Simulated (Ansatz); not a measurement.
Geometry optimisation, Ansatz, RKS PBE0-D4/def2-SVPD.

input.yaml

```yaml
crystal:
  periodic: [false, false, false]
  atoms:
    - { symbol: B, position_ang: [0.053485, 0.348382, -0.084694] }
    - { symbol: F, position_ang: [0.004563, 0.434159, 1.235502] }
    - { symbol: Cl, position_ang: [1.58959, 0.498409, -0.894832] }
    - { symbol: Cl, position_ang: [-1.45433, 0.309982, -0.978104] }
    - { symbol: O, position_ang: [0.140767, -2.161635, 0.609823] }
    - { symbol: H, position_ang: [-0.696545, -2.601641, 0.432797] }
    - { symbol: H, position_ang: [0.00427, -1.681254, 1.454109] }
basis:
  gaussian: { orbitals: def2-SVPD }
hamiltonian:
  xc: pbe0
  dispersion: d4
relax:
  f_tol: 0.03
  max_steps: 50
```

Run as:

```bash
$ ansatz run input.yaml --threads 4 --pin off --max-ram 5120MiB --backend cpu --events-out ev --progress --plain --runs-dir out
```

Q: Where does it end, and by what steps?

A: The forces met the threshold. After 11 steps the energy has fallen by 0.319 eV; H6 moved furthest, 0.56 Å. Joined: B1–O5 (2.61 → 1.67 Å).

| step | energy less start (eV) | largest force component (eV/Å) | accepted |
| --- | --- | --- | --- |
| 0 | 0.0000 | 0.719 | yes |
| 1 | 0.0167 | 2.364 | no |
| 2 | -0.0341 | 1.078 | yes |
| 3 | -0.0588 | 0.551 | yes |
| 4 | -0.1047 | 1.154 | yes |
| 5 | -0.1637 | 1.985 | yes |
| 6 | -0.2291 | 1.475 | yes |
| 7 | -0.3013 | 0.223 | yes |
| 8 | -0.3130 | 0.126 | yes |
| 9 | -0.3176 | 0.109 | yes |
| 10 | -0.3188 | 0.040 | yes |
| 11 | -0.3190 | 0.020 | yes |

```xyz
7
Properties=species:S:1:pos:R:3
B 0.049 -0.077 0.074
F -0.054 0.516 1.291
Cl 1.586 0.255 -0.806
Cl -1.478 -0.001 -0.937
O 0.097 -1.692 0.488
H -0.744 -2.092 0.215
H 0.188 -1.764 1.450
```

The run took 27 s on 4 threads of Arm Neoverse V1, on a shared host, peak memory 0.38 GiB.
